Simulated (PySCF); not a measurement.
Ti(OEt)(H)3 (C2H8OTi), SMILES [O]([TiH3])CC, multiplicity 1.

Geometry optimised at PBE-D3(BJ)/def2-SVP. The spin state was assumed, not searched. The structure was generated by enumeration; whether it is a known compound was not checked. Other conformers were not sampled.

Method: ωB97X/def2-TZVP in PySCF.

Gas-phase values at a fixed geometry.

Computed frontier levels, gap, dipole moment and polarisability:
```
Property                                                                                                       Result
---------------------------------------------------------------------------------------------  ----------------------
highest occupied level                                                                                      -10.73 eV
lowest empty level                                                                                            0.08 eV
orbital gap                                                                                                  10.82 eV
dipole moment                                                                                                  2.46 D
quadrupole, principal values (traceless, Buckingham form, about the centre of nuclear charge)  -3.28, -2.83, 6.11 D·Å
mean static polarisability                                                                      73.5 bohr³ (10.89 Å³)
polarisability, principal values                                                               66.4, 68.0, 85.9 bohr³
```
